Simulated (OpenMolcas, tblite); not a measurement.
# How methods differ on CHFGaN (SMILES N#[C][GaH][F])

The species is CHFGaN (5 atoms), meant as a singlet with charge 0. As SMILES, `N#[C][GaH][F]`. Geometry: relaxed at PBE0-D4/def2-TZVP.

Quantity: the vertical ionisation energy (to the doublet cation), in eV. The values are calculated.

```json
{"level": "GFN2-xTB", "kind": "semi-empirical", "program": "tblite", "value (eV)": "15.64", "less CCSD(T)/cc-pVDZ": "+2.83"}
{"level": "HF/cc-pVDZ", "kind": "Hartree–Fock", "program": "OpenMolcas", "value (eV)": "11.49", "less CCSD(T)/cc-pVDZ": "-1.32"}
{"level": "BLYP/cc-pVDZ", "kind": "GGA", "program": "OpenMolcas", "value (eV)": "11.50", "less CCSD(T)/cc-pVDZ": "-1.31"}
{"level": "TPSS/cc-pVDZ", "kind": "meta-GGA", "program": "OpenMolcas", "value (eV)": "11.71", "less CCSD(T)/cc-pVDZ": "-1.10"}
{"level": "M06-2X/cc-pVDZ", "kind": "hybrid meta-GGA", "program": "OpenMolcas", "value (eV)": "12.79", "less CCSD(T)/cc-pVDZ": "-0.02"}
{"level": "CCSD(T)/cc-pVDZ, open shells restricted", "kind": "coupled cluster or CI", "program": "OpenMolcas", "value (eV)": "12.81", "less CCSD(T)/cc-pVDZ": "0.00"}
```

Differences are taken from CCSD(T)/cc-pVDZ, open shells restricted for orientation; it has basis-set and higher-order errors of its own. All-electron rows without a relativistic Hamiltonian named are non-relativistic. The values span 11.49 to 15.64 eV. The xTB values lack the empirical shift that such differences need. In the correlated wave-function rows the outer d shell of Ga is correlated, in sets not made for it.
